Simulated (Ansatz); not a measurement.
Input file for Ansatz (a program for electronic structure): U-wB97X-V/cc-pV(T+d)Z on FHSi (SMILES F[SiH]), a point of a bond scan (R = 3.076 Å). Files ending in .json are basis or fitting sets from the Basis Set Exchange.

Ansatz 0.2 input:
```yaml
crystal:
  periodic: [false, false, false]
  atoms:
    - {symbol: Si, position_ang: [-0.20727404, -0.34538525, 0.44957300]}
    - {symbol: H, position_ang: [-1.79894392, -2.04441087, -1.56110852]}
    - {symbol: F, position_ang: [0.43388284, 0.67003240, -0.63758381]}
basis:
  gaussian:
    orbitals: cc-pV_T+d_Z.json
hamiltonian:
  xc: {name: wB97X-V}
magnetization: {spin_polarized: true, initial_magnetization: 0}
```

Q: What total energy does the run end on?

A: -389.7859 hartree. Its determinant has ⟨S²⟩ = 0.75, a mixture of spin states.

Q: How many basis functions does it have, and what does it roughly cost on one machine?

A: 83 functions; about 5 core-seconds (a rough figure).
